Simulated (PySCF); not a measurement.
Compound: C₃H₁₀ClPSi.
Atom-mapped SMILES: `[CH3:1][CH2:2][Si@H:3]([PH2:4])[CH2:5][Cl:6]` (hydrogens: H7, H8, H9 on C1; H10, H11 on C2; H12 on Si3; H13, H14 on P4; H15, H16 on C5)

Method: core-valence-separated Tamm–Dancoff BHandHLYP/aug-pcX-1 (pcseg-1 on H, def2-SVPD on Si, def2-SVPD on Cl, def2-SVPD on P) in PySCF, non-relativistic, gas phase, PBE0-D3(BJ)/def2-SVP geometry.

Computed carbon K-edge spectrum, Gaussian lines of 0.5 eV full width, highest printed point 100; it ends one width below the last computed root. Absolute energies from this functional tend to lie a few eV below measured edges; no shift was applied.

```
photon energy (eV)  absorption
             283.7           0
             283.8           2
             283.9           5
             284.0          14
             284.1          30
             284.2          51
             284.3          69
             284.4          75
             284.5          66
             284.6          46
             284.7          26
             284.8          12
             284.9           6
             285.0           6
             285.1          10
             285.2          15
             285.3          19
             285.4          21
             285.5          23
             285.6          26
             285.7          35
             285.8          49
             285.9          67
             286.0          83
             286.1          95
             286.2         100
             286.3          95
             286.4          83
             286.5          69
             286.6          60
             286.7          54
```

**Question.** Where are the maxima, and which lines make them up?

**Answer.** 2 maxima:
- 284.4 eV: C5 (sp3 C–Cl carbon), 284.39 eV, f = 0.061, 100 % of the height at the exact maximum
- 286.2 eV: C1 (methyl carbon), 286.22 eV, f = 0.024, 30 % of the height at the exact maximum; C1 (methyl carbon), 286.27 eV, f = 0.024, 28 % of the height at the exact maximum; C2 (sp3 carbon bound to silicon), 286.00 eV, f = 0.020, 16 % of the height at the exact maximum; C2 (sp3 carbon bound to silicon), 286.31 eV, f = 0.012, 13 % of the height at the exact maximum

Further lines of some strength in the range: C2, 285.32 eV, f = 0.011; C1, 285.44 eV, f = 0.006; C2, 285.88 eV, f = 0.020; C1, 286.50 eV, f = 0.007.

Roots within 0.03 eV on the same or equivalent atoms count as one line; shares under 12 % aren't listed.

Vibrational structure and lifetime widths aren't in the curve. The ionisation threshold wasn't computed; near and above it a finite basis only mimics Rydberg series and continuum.

The run took about 50 s of CPU time (one thread, shared machine).

Conformer computed: `[CH3:1][CH2:2][Si@H:3]([PH2:4])[CH2:5][Cl:6]`: C1–C2–Si3–P4 64°, C2–Si3–C5–Cl6 -53°, H–P4–Si3–C2 168°, H–P4–Si3–C2 74°.

One conformer stands for the species.
